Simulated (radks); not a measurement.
Problem. These are the eigenvalues of the occupied orbitals of an atom or ion with whole-number occupations (hartree). Calculated with a radial shooting solver on a logarithmic mesh with Libxc functionals: scalar-relativistic Kohn-Sham, SCAN, spin-polarised, spherical densities, finite nucleus; meta-GGA in the generalised Kohn-Sham scheme; Fermi nuclear charge, rms radius of each element as measured or else 0.836 A^(1/3) + 0.57 fm.

1s: -2403.171
2s: -413.1849
2p: -362.8699
3s: -95.71944
3p: -80.58897
3d: -62.65932
4s: -20.68042
4p: -15.69441
4d: -9.23042
5s: -4.00684
5p: -2.80681
4f: -2.13772

Which element is it, and in what charge state? The configuration may be excited. Open shells, if any, are filled with parallel spins first.

Solution. Z = 72, hafnium, charge +4: Hf4+ in [Xe] 4f14. The list shows which subshells hold electrons but not how many an open one holds; the 1s level, -2403.2 hartree, gives Z - s = 69.3 by -(Z - s)^2/2, which with screening and relativity narrows Z to a few neighbours, and the depths of the outer levels then fix element, charge and occupations together.
